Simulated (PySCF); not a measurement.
# Two-component Hartree-Fock for Pb⁺ (lead, charge +1)

Start: [Xe] 4f14 5d10 6s2 6p1; 6p1/2 filled at m_j = +1/2. Calculated with PySCF 2.14 in x2c-TZVPPall-2c with one added diffuse shell each of s, p, d, f type (12s12p10d4f, 126 functions): generalised Hartree-Fock with the X2C-1e Hamiltonian and a Gaussian nucleus; spin-orbit coupling (SO) screened by Boettger's factors.

```json
{"spinor shell": "1s1/2", "electrons": "2", "ε, screened SO (eV)": "-88478.1", "weight of nominal j (screened SO)": "1.000", "rms radius, screened SO (bohr)": "0.0181"}
{"spinor shell": "2s1/2", "electrons": "2", "ε, screened SO (eV)": "-15985.8", "weight of nominal j (screened SO)": "1.000", "rms radius, screened SO (bohr)": "0.0730"}
{"spinor shell": "2p1/2", "electrons": "2", "ε, screened SO (eV)": "-15328.0", "weight of nominal j (screened SO)": "1.000", "rms radius, screened SO (bohr)": "0.0617"}
{"spinor shell": "2p3/2", "electrons": "4", "ε, screened SO (eV)": "-13133.5", "weight of nominal j (screened SO)": "1.000", "rms radius, screened SO (bohr)": "0.0700"}
{"spinor shell": "3s1/2", "electrons": "2", "ε, screened SO (eV)": "-3915.2", "weight of nominal j (screened SO)": "1.000", "rms radius, screened SO (bohr)": "0.186"}
{"spinor shell": "3p1/2", "electrons": "2", "ε, screened SO (eV)": "-3619.2", "weight of nominal j (screened SO)": "1.000", "rms radius, screened SO (bohr)": "0.178"}
{"spinor shell": "3p3/2", "electrons": "4", "ε, screened SO (eV)": "-3122.7", "weight of nominal j (screened SO)": "1.000", "rms radius, screened SO (bohr)": "0.195"}
{"spinor shell": "3d3/2", "electrons": "4", "ε, screened SO (eV)": "-2641.6", "weight of nominal j (screened SO)": "1.000", "rms radius, screened SO (bohr)": "0.170"}
{"spinor shell": "3d5/2", "electrons": "6", "ε, screened SO (eV)": "-2536.4", "weight of nominal j (screened SO)": "1.000", "rms radius, screened SO (bohr)": "0.175"}
{"spinor shell": "4s1/2", "electrons": "2", "ε, screened SO (eV)": "-931.18", "weight of nominal j (screened SO)": "1.000", "rms radius, screened SO (bohr)": "0.408"}
{"spinor shell": "4p1/2", "electrons": "2", "ε, screened SO (eV)": "-801.96", "weight of nominal j (screened SO)": "1.000", "rms radius, screened SO (bohr)": "0.412"}
{"spinor shell": "4p3/2", "electrons": "4", "ε, screened SO (eV)": "-678.69", "weight of nominal j (screened SO)": "1.000", "rms radius, screened SO (bohr)": "0.446"}
{"spinor shell": "4d3/2", "electrons": "4", "ε, screened SO (eV)": "-467.98", "weight of nominal j (screened SO)": "1.000", "rms radius, screened SO (bohr)": "0.455"}
{"spinor shell": "4d5/2", "electrons": "6", "ε, screened SO (eV)": "-444.32", "weight of nominal j (screened SO)": "1.000", "rms radius, screened SO (bohr)": "0.466"}
{"spinor shell": "5s1/2", "electrons": "2", "ε, screened SO (eV)": "-174.29", "weight of nominal j (screened SO)": "1.000", "rms radius, screened SO (bohr)": "0.916"}
{"spinor shell": "4f5/2", "electrons": "6", "ε, screened SO (eV)": "-168.77", "weight of nominal j (screened SO)": "1.000", "rms radius, screened SO (bohr)": "0.493"}
{"spinor shell": "4f7/2", "electrons": "8", "ε, screened SO (eV)": "-163.79", "weight of nominal j (screened SO)": "1.000", "rms radius, screened SO (bohr)": "0.495"}
{"spinor shell": "5p1/2", "electrons": "2", "ε, screened SO (eV)": "-128.02", "weight of nominal j (screened SO)": "1.000", "rms radius, screened SO (bohr)": "0.984"}
{"spinor shell": "5p3/2", "electrons": "4", "ε, screened SO (eV)": "-104.91", "weight of nominal j (screened SO)": "1.000", "rms radius, screened SO (bohr)": "1.08"}
{"spinor shell": "5d3/2", "electrons": "4", "ε, screened SO (eV)": "-38.393", "weight of nominal j (screened SO)": "1.000", "rms radius, screened SO (bohr)": "1.36"}
{"spinor shell": "5d5/2", "electrons": "6", "ε, screened SO (eV)": "-35.385", "weight of nominal j (screened SO)": "1.000", "rms radius, screened SO (bohr)": "1.41"}
{"spinor shell": "6s1/2", "electrons": "2", "ε, screened SO (eV)": "-22.119", "weight of nominal j (screened SO)": "0.997", "rms radius, screened SO (bohr)": "2.47"}
{"spinor shell": "6p1/2", "electrons": "1", "ε, screened SO (eV)": "-14.811", "weight of nominal j (screened SO)": "0.999", "rms radius, screened SO (bohr)": "3.02"}
```

```tsv
quantity	screened SO
E (hartree)	-20903.28219
M_J	1/2
⟨J²⟩	0.760
⟨L²⟩	2.213
⟨S²⟩	0.947
```

Each row is a mean over spinors that exchange with the open shell spreads, by up to 0.620 eV (6s1/2).

Breit and QED terms are absent; they matter most for the inner s and p1/2 levels.

Densities and radii are taken from the X2C orbitals without a picture-change correction, which distorts them close to the nucleus.
